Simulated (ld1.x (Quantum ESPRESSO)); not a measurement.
**Ranking TM semilocal potentials for lutetium (Lu)**

All share these settings but for the change named:

| Item | Value |
| --- | --- |
| Element | lutetium |
| Generator | ld1.x (Quantum ESPRESSO) 7.5 |
| Type | norm-conserving Troullier–Martins (semilocal form) |
| Functional | LDA (PZ) |
| Relativity | scalar-relativistic |
| Frozen core | [Xe] |
| Valence charge | 17 |
| Reference configuration | 4f14 5d1 6s1.75 6p0.25 |
| Partial waves | 6p (bound): rc 3.20 bohr; 5d (bound): rc 2.40 bohr; 4f (bound): rc 1.25 bohr; 6s (bound): rc 3.05 bohr |
| Local potential | the s channel |
| Core correction | none |

Cutoff: the first of the cutoffs (Ry, on a coarse ladder) from which the occupation-weighted sum of valence levels, in a spherical-Bessel basis at the reference potential, stays within 10 and 1 mRy of its value at 400 Ry; the density cutoff is not measured.

The base gives 300 Ry.

Of 12 variants that were run, those that failed, showed a ghost or another fault, or gave nearly equal values are left out.

In the semilocal form every listed channel keeps its own potential, so the choice of the local channel does not act on these tests. It acts once the file is put into the separable form.

A variant can come out equal or close to the base.

Question: Rank these variants from softest to hardest (loose cutoff).
A. all radii scaled by about 1.32 (s 4.02, p 4.22, d 3.16, f 1.64 bohr)
B. wave 4f (bound): rc 1.25 bohr becomes 4f (bound): rc 1.46 bohr
C. form changed from semilocal to separable (Kleinman–Bylander), still TM; local potential the p channel

Answer: A (200 Ry), B (230 Ry), C (300 Ry).
